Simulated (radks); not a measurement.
The rhodium ion Rh4+, [Kr] 4d5. Calculated with a radial shooting solver on a logarithmic mesh with Libxc functionals: non-relativistic Kohn-Sham, PBE, spin-polarised, spherical densities, point nucleus. Every spin shell is full or empty, so the densities are truly spherical. Functionals are evaluated on that one density, not self-consistently. Rank these exchange functionals by their error against the exact value of the orbitals, and give that value: LDA, RPBE, PW91, AM05, SOGGA, B86b, TPSS, revTPSS, Tao-Mo, TASK.

Answer. Exact: -132.618 hartree. From best to worst, with 100 (|E| - |E exact|)/|E exact| (equal figures are ties): B86b -0.04, PW91 -0.06, RPBE -0.26, TPSS -0.28, Tao-Mo -0.81, revTPSS -0.93, TASK -2.29, SOGGA -2.43, AM05 -4.77, LDA -5.15.
